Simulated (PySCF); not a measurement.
Vertical excitations of a molecule C3H6BNO2 from TDA-PBE/def2-SVPD run with PySCF 2.14.0, as energy in eV (oscillator strength): 4.33 (0.000), 4.63 (0.034), 4.99 (0.009), 5.24 (0.001), 5.34 (0.004), 5.52 (0.009), 6.13 (0.001), 6.27 (0.005), 6.47 (0.000), 6.70 (0.013). Lowest triplet (TDA): 4.06 eV. The structure is a stationary point at ωB97X-D3(BJ)/def2-SVP. Other conformers were not sampled.

Question: Pick the molecule that these values belong to.
A) OB1CN=COC1
B) OB1C=NCCO1
C) CC1=NCB(O)O1
D) C[C@@H]1N=CB(O)O1

Answer: A, OB1CN=COC1
